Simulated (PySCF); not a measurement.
## CH8N2Si2

The system: CH8N2Si2, a carbene (divalent C1, bonded to 2 N); neutral, singlet. The structure, one conformer, was relaxed in the gas phase by PBE0-D3(BJ)/def2-SVP. No frequency run checks that it is a minimum.

SMILES: N[C]N([SiH3])[SiH3]

Coordinates in Å:
```
C1      0.431   -1.129    0.662
N2     -0.015   -0.141   -0.172
Si3    -0.305    1.582    0.182
Si4    -0.244   -0.975   -1.723
N5      0.684   -0.766    1.908
H6     -1.331    1.738    1.258
H7      0.950    2.243    0.658
H8     -0.778    2.224   -1.072
H9      1.040   -1.520   -2.241
H10    -1.269   -2.049   -1.615
H11    -0.742    0.059   -2.691
H12     0.575    0.179    2.291
H13     1.015   -1.463    2.562
```

Shieldings: GIAO PBE0/pcSseg-2. Shifts are against computed references at the same level: C TMS (σ 184.1 ppm), H TMS (σ 31.24 ppm), Si TMS (σ 341.3 ppm). Core levels by delta-SCF with SCAN, pcX-2 on the ionised atom and pcseg-1 elsewhere, spin-free X2C (2p3/2 is the spin-free 2p value less a third of a first-order spin-orbit splitting); from the vacuum level, for chosen atoms.

(1) Give the shieldings and core levels atom by atom.

(2) By CAM-B3LYP/def2-SVPD (TDDFT singlets, Tamm-Dancoff triplets, ionisation by delta-SCF), where does absorption start, and what does vertical ionisation take?

## Answers

(1) 
| atoms | bonded to | σ (ppm) | δ (ppm) | core level (eV) |
| --- | --- | --- | --- | --- |
| C1 | 2 N | -111.0 | 295.1 | 1s 291.44 |
| N2 | 1 C + 2 Si | 135.7 | - | 1s 404.53 |
| Si3 | 1 N + 3 H | 424.4 | -83.2 | 2p3/2 107.16 |
| Si4 | 1 N + 3 H | 395.2 | -53.9 | 2p3/2 106.89 |
| N5 | 1 C + 2 H | 113.7 | - | 1s 406.05 |
| H6 H7 H8 | 1 Si | 26.61 | 4.63 | - |
| H9 H10 H11 | 1 Si | 26.26 | 4.99 | - |
| H12 | 1 N | 24.78 | 6.47 | - |
| H13 | 1 N | 24.80 | 6.44 | - |

Values are those of this one static structure, with the three H of a rotating XH3 group averaged; atoms that internal rotation interchanges would show their mean in an NMR spectrum.

The core-hole state of C1 is spin-contaminated (⟨S²⟩ 0.81 against 0.75 for a pure doublet), so that value and differences from it are less sure.

(2) The lowest singlet lies at 4.50 eV (f 0.007), the strongest of the first 6 at 6.79 eV (f 0.140), the lowest triplet at 3.08 eV; vertical ionisation takes 8.14 eV.
